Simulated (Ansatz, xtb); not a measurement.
HMgO3Si+: which of two structures lies lower

We compare a, a singlet given by its coordinates, with b, a singlet given by its coordinates. Both are isolated ions in the gas phase, relaxed with PBE0-D3(BJ)/def2-SVP.

a (Å):

```xyz
6

Mg    0.0000    0.0000   -0.9904
O     0.0000    0.0000   -2.7165
O     0.0000    0.0000    3.9751
O     0.0000    0.0000    0.9318
Si    0.0000    0.0000    2.4701
H     0.0000    0.0000   -3.6702
```

Close contacts (Å): Mg1–O2 1.73, Mg1–O4 1.92, O3–Si5 1.51, O4–Si5 1.54, O2–H6 0.95.

b (Å):

```yaml
atoms:
  - { symbol: Mg, position_ang: [0.3199, -1.7004, 0.2679] }
  - { symbol: O, position_ang: [-0.4472, -0.5003, -1.0789] }
  - { symbol: O, position_ang: [0.0512, -0.1509, 1.2810] }
  - { symbol: O, position_ang: [-1.1370, 2.1420, -0.2343] }
  - { symbol: Si, position_ang: [-0.5719, 0.7912, 0.1440] }
  - { symbol: H, position_ang: [-0.7408, -0.3422, -1.9903] }
```

Close contacts (Å): Mg1–O2 1.96, Mg1–O3 1.87, Mg1–Si5 2.65, O2–Si5 1.78, O3–Si5 1.60, O4–Si5 1.51, O2–H6 0.97.

Estimate which is lower in electronic energy at CCSD(T)/def2-SVP + ΔMP2/def2-TZVPP, and by roughly how much.

The CCSD(T)/def2-SVP + ΔMP2/def2-TZVPP calculation puts structure b lower, by 32.7 kcal/mol.

The same difference at several levels:

| level | geometry | E(b) − E(a) (kcal/mol) | departure from the last row (kcal/mol) | job, with rough time for the two |
| --- | --- | --- | --- | --- |
| PBE0-D3(BJ)/def2-SVP | PBE0-D3(BJ)/def2-SVP | −31.4 | +1.3 | optimisation, 1.9 min |
| HF/def2-SVP | PBE0-D3(BJ)/def2-SVP | −30.0 | +2.7 | part of the CCSD(T) run |
| MP2/def2-SVP | PBE0-D3(BJ)/def2-SVP | −24.4 | +8.3 | part of the CCSD(T) run |
| CCSD(T)/def2-SVP | PBE0-D3(BJ)/def2-SVP | −25.2 | +7.6 | single point |
| CCSD(T)/def2-SVP + ΔMP2/def2-TZVPP | PBE0-D3(BJ)/def2-SVP | −32.7 |  | single point, 62 s |

The levels shown agree on the order. The largest departure from CCSD(T)/def2-SVP + ΔMP2/def2-TZVPP is that of MP2/def2-SVP, 8.3 kcal/mol. Levels run at GFN2-xTB geometries aren't shown. The last row adds to CCSD(T) the change of the MP2 difference between the two basis sets, here −7.6 kcal/mol, a large step that makes the value less sure.

With harmonic frequencies from PBE0-D3(BJ)/def2-SVP (ideal gas, rigid rotor, one conformer each, 600 K, 1 atm): on the last row, ΔE + ΔZPE = −30.8 kcal/mol. A mode under 50 cm⁻¹ makes harmonic enthalpies and free energies unreliable, so none is given.

The T1 diagnostic of structure a is large, so the coupled-cluster value is less sure. The correlated steps freeze 9 core orbitals; the last core shell of Mg is correlated, in a basis made for valence electrons. Run with Ansatz 0.2.0; the last row on 1 thread of AMD EPYC (Zen 3) on a shared host.
